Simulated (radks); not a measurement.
Species: Lu5+. Configuration: [Xe] 4f12.

Method: scalar-relativistic Kohn-Sham, SCAN, spin-polarised, spherical densities, finite nucleus; open shells are filled with parallel spins first (spin-orbit coupling, left out, can overturn this in heavy ions); meta-GGA in the generalised Kohn-Sham scheme; Fermi nuclear charge, rms radius 5.37 fm; computed with a radial shooting solver on a logarithmic mesh with Libxc functionals.

Energy parts (eV):
part                      energy
total                 -396141.64
kinetic                432789.44
electron-nucleus      -971313.60
Hartree                150513.00
exchange-correlation    -8130.48

Orbitals (lengths in bohr, moments of r in powers of bohr; r(max) is where P^2 peaks):
orbital  occ.  eigenvalue (eV)      <r^2>   r(max)
1s down     1        -63383.91  0.0005123  0.01213
1s up       1        -63383.91  0.0005123  0.01213
2s up       1        -10876.57   0.007914  0.06924
2s down     1        -10876.51   0.007914  0.06924
2p up       3        -9573.830   0.006495  0.05661
2p down     3        -9573.783   0.006495  0.05661
3s up       1        -2535.653    0.05158   0.1955
3s down     1        -2534.406    0.05154   0.1954
3p up       3        -2142.153    0.05222   0.1930
3p down     3        -2140.851    0.05218   0.1929
3d up       5        -1669.068    0.04353   0.1577
3d down     5        -1668.006    0.04348   0.1576
4s up       1        -570.6676     0.2562   0.4460
4s down     1        -568.0542     0.2565   0.4460
4p up       3        -440.4727     0.2904   0.4665
4p down     3        -437.9296     0.2909   0.4665
4d up       5        -270.1224     0.3412   0.4796
4d down     5        -267.6219     0.3425   0.4797
5s up       1        -126.6603      1.402    1.017
5s down     1        -126.1800      1.413    1.020
5p up       3         -93.6684      1.825    1.146
5p down     3         -93.2482      1.837    1.151
4f up       7         -82.5927     0.5311   0.4614
4f down     5         -80.1732     0.5426   0.4624

The highest occupied level is 4f down at -80.173 eV. The electron density at the nucleus is 1.176e+06 e/bohr^3 (large components only). Spin moment in Bohr magnetons: 2. For comparison, the ionisation energy in NIST's Atomic Spectra Database is 98 eV (theoretical). In exact Kohn-Sham theory the highest level is minus the ionisation energy, but local and semilocal functionals leave it too shallow, through self-interaction and a potential that decays too fast; potentials with the right tail come closer. The spin density at the nucleus is -0.98 e/bohr^3 (1s 0.01, 2s -1.12, 3s -12.78, 4s 6.03, 5s 6.88).
